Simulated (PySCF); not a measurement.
Predicted microwave data (PBE0/def2-SVPD in PySCF (dipole) on a GFN2-xTB geometry, gas phase) for one isomer of C5H9NO:

```
Rotational constants : A = 3276, B = 2959, C = 1889 MHz
Dipole components    : |μa| = 0.52 D, |μb| = 0.90 D, |μc| = 0.48 D
Inertial defect      : -57.46 u·Å²
κ                    : 0.54
```

Question: Which candidate fits, each taken in the one conformer that was computed?
A. `[CH3:1][O:2][C@H:3]1[CH2:4][CH:5]=[N:6][CH2:7]1` with C1–O2–C3–C4 170°
B. `[CH2:1]=[N:2][C:3]1([O:4][CH3:5])[CH2:6][CH2:7]1` with C1–N2–C3–O4 10°, N2–C3–O4–C5 80°
C. `[CH3:1][O:2][CH2:3][CH2:4][CH2:5][C:6]#[N:7]` with C1–O2–C3–C4 178°, O2–C3–C4–C5 -63°, C3–C4–C5–C6 -66°
D. `[CH3:1][C:2](=[O:3])[N:4]1[CH2:5][C@@H:6]1[CH3:7]` with C1–C2–N4–C5 -145°

Answer: B. It is C=NC1(OC)CC1, an asymmetric top, point group C1. The candidates at the same level (rigid rotor, commonest isotopes):

```json
{"SMILES": "C=NC1(OC)CC1", "A (MHz)": "3276", "B (MHz)": "2959", "C (MHz)": "1889", "μa (D)": "0.52", "μb (D)": "0.90", "μc (D)": "0.48", "Δ (u·Å²)": "-57.46", "point group": "C1", "rotor": "asymmetric top"}
{"SMILES": "CO[C@H]1CC=NC1", "A (MHz)": "6240", "B (MHz)": "1945", "C (MHz)": "1613", "μa (D)": "1.33", "μb (D)": "0.89", "μc (D)": "1.27", "Δ (u·Å²)": "-27.50", "point group": "C1", "rotor": "asymmetric top"}
{"SMILES": "CC(=O)N1C[C@@H]1C", "A (MHz)": "4961", "B (MHz)": "1932", "C (MHz)": "1494", "μa (D)": "3.59", "μb (D)": "1.86", "μc (D)": "1.08", "Δ (u·Å²)": "-25.25", "point group": "C1", "rotor": "asymmetric top"}
{"SMILES": "COCCCC#N", "A (MHz)": "4746", "B (MHz)": "1457", "C (MHz)": "1276", "μa (D)": "2.63", "μb (D)": "2.45", "μc (D)": "0.23", "Δ (u·Å²)": "-57.09", "point group": "C1", "rotor": "asymmetric top"}
```

`COCCCC#N` has B 51 % too low; `CO[C@H]1CC=NC1` has A 90 % too high; `CC(=O)N1C[C@@H]1C` has A 51 % too high. No structure here is proved a minimum.
